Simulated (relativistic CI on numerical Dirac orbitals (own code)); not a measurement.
# Transition arrays of Nb17+

These numbers are calculated, not measured: Dirac-Coulomb-Breit CI, orbitals from a KLI potential per configuration, model QED (radiative potential, 1s self-energy scaled to tabulated hydrogen-like ionisation energies), valence Slater integrals scaled by 0.9, whole transition arrays (own radial code, finite nucleus).

Configuration list (outside the closed core [Ne] 3s2): 3p⁶3d⁶, 3p⁶3d⁵4f, 3p⁵3d⁷, 3p⁶3d⁵4p, 3p⁶3d⁵5f. Levels of other configurations are missing.

All E1 lines from the levels of 3p⁶3d⁶; mean and standard deviation are weighted by gf, and upper levels are sorted by their leading configuration.

```
Upper configuration  Lines    Σgf  Mean (eV)  Mean (nm)  σ (eV)  Strongest line (nm)
           3p⁶3d⁵4f   5470  763.7     414.03      2.995    5.03                2.973
             3p⁵3d⁷   1718  182.6     164.90      7.519   11.97                6.846
           3p⁶3d⁵4p   3245   58.8     309.04      4.012    4.92                4.029
           3p⁶3d⁵5f   5470  325.4     515.24      2.406    5.64                2.400
```

Σgf per state of the lower configuration in bins of 0.2 nm over the central range (centre: value): 2.3: 0.66, 2.5: 0.89, 2.9: 2.38, 3.1: 1.26, 3.9: 0.12, 4.1: 0.16, 6.9: 0.14, 7.1: 0.14, 7.3: 0.10, 7.5: 0.11, 7.7: 0.07, 7.9: 0.08, 8.1: 0.07.

(1) How do configuration mixing and the scaling of the Slater integrals move the arrays?

Answers

(1) Slater scale 0.9, no configuration mixing: 3p⁶3d⁵4f 414.2 ± 5.1 eV (Σgf 783.4), 3p⁵3d⁷ 165.4 ± 12.1 eV (Σgf 201.1), 3p⁶3d⁵4p 309.2 ± 4.9 eV (Σgf 58.2), 3p⁶3d⁵5f 514.9 ± 5.6 eV (Σgf 246.1); Slater scale 1: 3p⁶3d⁵4f 414.9 ± 5.5 eV (Σgf 768.2), 3p⁵3d⁷ 166.1 ± 12.9 eV (Σgf 181.7), 3p⁶3d⁵4p 309.1 ± 5.4 eV (Σgf 58.9), 3p⁶3d⁵5f 515.6 ± 6.2 eV (Σgf 328.1); Slater scale 0.8: 3p⁶3d⁵4f 413.2 ± 4.5 eV (Σgf 759.2), 3p⁵3d⁷ 163.7 ± 11.1 eV (Σgf 183.4), 3p⁶3d⁵4p 308.9 ± 4.4 eV (Σgf 58.7), 3p⁶3d⁵5f 514.9 ± 5.1 eV (Σgf 322.9). With mixing, levels are counted to their leading configuration, so an array can shrink or vanish into another, and the sums then hold other lines.
